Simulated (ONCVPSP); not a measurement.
**Potentials for rhodium (Rh) compared**

Generated with ld1.x 7.5 (TM, RRKJ, ultrasoft, PAW), atompaw 4.2 or ONCVPSP 4.0.1. The cutoff is in Ry: for ld1.x and atompaw files where the sum of valence levels is converged to 10 mRy in a Bessel basis, for ONCV files where the hardest occupied wave has 1 mHa per electron of residual kinetic energy. The error is the largest all-electron minus pseudo excitation energy over each file’s own four to seven test configurations (ionisations up to +4, promotions, holes and added fractions of an electron), all of which were solved. The labels leave out finer settings (local radius, basis sizes, second energies), which also bear on the numbers. Spin-polarised tests are not counted. The rows are a selection from randomly drawn settings: files with unsolved tests, undetermined cutoffs or missed reference levels are left out.

```tsv
potential	cutoff (Ry)	largest error (meV)	bound ghosts
ONCV, PW91, scalar-relativistic, rc 1.60/1.40/1.60 (spd), local smoothed, core correction no, reference 4s2 4p6 4d8 5s0.5, qcut 9/7.6/9.8, projectors 3/2/1	64	+1.2	none
ONCV, PBEsol, scalar-relativistic, rc 1.75/1.80/1.30 (spd), local d, core correction no, reference 4s2 4p6 4d8 5s0.75, qcut 6.9/7.1/7.2, projectors 2/1/0	55	-65	none
ONCV, BLYP, scalar-relativistic, rc 1.50/1.05/1.90 (spd), local smoothed, core correction yes, reference 4s2 4p6 4d8 5s1, qcut 8.6/6.3/6.7, projectors 2/1/2	265	+23	none
ONCV, PBE, scalar-relativistic, rc 1.20/1.20/1.45 (spd), local smoothed, core correction yes, reference 4s2 4p6 4d7.5, qcut 8.5/6.6/6.9, projectors 3/2/2	155	+2.0	none
ONCV, Wu-Cohen, scalar-relativistic, rc 1.40/1.45/1.30 (spd), local smoothed, core correction yes, reference 4s2 4p6 4d7 5s2, qcut 7.5/9.1/6.9, projectors 2/2/2	56	-5.9	none
```

(1) Fill in the row for Rh: ONCV, PBE, scalar-relativistic, rc 1.35/1.40/2.20 (spd), local smoothed, core correction yes, reference 4s2 4p6 4d9, qcut 8.8/10.8/5.9, projectors 2/2/2.

(2) Fill in the row for Rh: ONCV, PBE, scalar-relativistic, rc 1.80/1.65/1.80/1.70 (spdf), local p, core correction yes, reference 4s2 4p6 4d8 5s1, qcut 8.5/10.1/8.4/7.3, projectors 2/0/1/1.

(3) Fill in the row for Rh: ONCV, PBEsol, scalar-relativistic, rc 1.40/1.20/1.65/1.40 (spdf), local smoothed, core correction yes, reference 4s2 4p6 4d8 5s1, qcut 9/6.5/10.8/9, projectors 2/2/2/1.

Answers

(1) cutoff 82 Ry, largest error -201 meV, bound ghosts: none.

(2) cutoff 61 Ry, largest error +17 meV, bound ghosts: none.

(3) cutoff 161 Ry, largest error -2.6 meV, bound ghosts: none.
